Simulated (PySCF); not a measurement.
Compound: B3H5O4Si.
Z-matrix (Å and degrees, PBE0-D3(BJ)/def2-SVP geometry), rows numbered from 1:
```
Si
O   1  1.6832
B   2  1.3440  1  129.61
O   3  1.3841  2  120.49  1     0.87
B   4  1.3676  3  120.51  2  -179.54
O   5  1.3701  4  119.36  3     0.50
B   6  1.3736  5  120.77  4    -0.39
O   7  1.3652  6  119.67  5    -0.47
H   1  1.4901  2  109.90  3   -63.12
H   1  1.4865  2  106.28  3   177.53
H   1  1.4905  2  110.01  3    58.32
H   5  1.2024  4  120.25  3  -179.48
H   7  1.2021  6  120.01  5   179.48
```

Level: B3LYP/def2-SVPD in PySCF, non-relativistic, on one gas-phase PBE0-D3(BJ)/def2-SVP geometry that isn't relaxed in the solvent. The solvent is an IEF-PCM continuum (Bondi radii, 1.10 Å for H, scaled by 1.2), and excitations are vertical TDDFT with non-equilibrium linear response and a frozen core. Specific hydrogen bonds and non-electrostatic terms are outside this model.

Gas-phase singlets (H = HOMO, L = LUMO):

```json
{"state": "S1", "E (eV)": "7.259", "λ (nm)": "171", "f": "0.020", "leading configurations": "H-1→L 63%, H-2→L 35%"}
{"state": "S2", "E (eV)": "7.540", "λ (nm)": "164", "f": "0.000", "leading configurations": "H-3→L 90%"}
{"state": "S3", "E (eV)": "7.601", "λ (nm)": "163", "f": "0.002", "leading configurations": "H→L 95%"}
{"state": "S4", "E (eV)": "7.623", "λ (nm)": "163", "f": "0.002", "leading configurations": "H→L+1 94%"}
{"state": "S5", "E (eV)": "7.773", "λ (nm)": "160", "f": "0.009", "leading configurations": "H-1→L+1 80%, H-2→L+1 14%"}
```

Problem. How does the list change in acetone (ε = 20.49)?

Solution. 
```csv
state,E (eV),λ (nm),f,leading configurations,change by rank (eV)
S1,7.324,169,0.025,"H-2→L 52%, H-1→L 47%",+0.065
S2,7.583,164,0.002,H→L 96%,+0.043
S3,7.636,162,0.000,H-3→L 89%,+0.035
S4,7.659,162,0.004,H→L+1 94%,+0.036
S5,7.818,159,0.011,H-1→L+1 87%,+0.045
```

Problem. The ground-state energy changes by -0.117 eV from gas to acetone. By how much does the total energy of gas-phase S5 change?

Solution. E(S5) = E(S0) + excitation energy, so it changes by -0.117 + 0.045 = -0.072 eV: it is lowered less than the ground state, which is what a blue shift means. This is the vertical state, with the slow part of the continuum still set for S0.

Problem. How do the frontier levels move from gas to acetone?

Solution. 
```json
{"orbital": "LUMO+2", "gas (eV)": "-0.16", "solvent (eV)": "-0.08", "change (eV)": "+0.08", "Löwdin shares, gas": "B3 16 %, O6 16 %, B7 16 %, B5 13 %", "Löwdin shares, solvent": "B3 16 %, O6 16 %, B5 15 %, B7 14 %"}
{"orbital": "LUMO+1", "gas (eV)": "-0.45", "solvent (eV)": "-0.28", "change (eV)": "+0.17", "Löwdin shares, gas": "Si1 24 %, B3 23 %, B5 8 %, H9 8 %", "Löwdin shares, solvent": "B3 24 %, Si1 23 %, O2 8 %, B5 8 %"}
{"orbital": "LUMO", "gas (eV)": "-0.82", "solvent (eV)": "-0.74", "change (eV)": "+0.08", "Löwdin shares, gas": "B5 28 %, B7 26 %, O6 13 %, O4 10 %", "Löwdin shares, solvent": "B7 27 %, B5 27 %, O6 13 %, O4 10 %"}
{"orbital": "HOMO", "gas (eV)": "-9.16", "solvent (eV)": "-9.04", "change (eV)": "+0.12", "Löwdin shares, gas": "O2 30 %, Si1 24 %, H9 16 %, H11 15 %", "Löwdin shares, solvent": "O2 28 %, Si1 26 %, H9 18 %, H11 16 %"}
{"orbital": "HOMO-1", "gas (eV)": "-9.22", "solvent (eV)": "-9.14", "change (eV)": "+0.08", "Löwdin shares, gas": "Si1 17 %, O2 16 %, H10 12 %, O8 10 %", "Löwdin shares, solvent": "Si1 23 %, O2 19 %, H10 17 %, H11 7 %"}
{"orbital": "HOMO-2", "gas (eV)": "-9.47", "solvent (eV)": "-9.44", "change (eV)": "+0.03", "Löwdin shares, gas": "O4 16 %, O8 16 %, Si1 12 %, O2 11 %", "Löwdin shares, solvent": "O4 19 %, O8 19 %, B7 9 %, H13 8 %"}
{"orbital": "HOMO-3", "gas (eV)": "-9.78", "solvent (eV)": "-9.79", "change (eV)": "-0.01", "Löwdin shares, gas": "O6 49 %, O8 10 %, O4 9 %, B7 9 %", "Löwdin shares, solvent": "O6 49 %, O4 10 %, O8 9 %, B5 9 %"}
```

The HOMO–LUMO gap goes from 8.33 to 8.30 eV. Rows go by rank; for HOMO-3, HOMO-2 and HOMO-1 the atom shares or the degeneracy differ between the runs, so the row needn't follow one orbital.
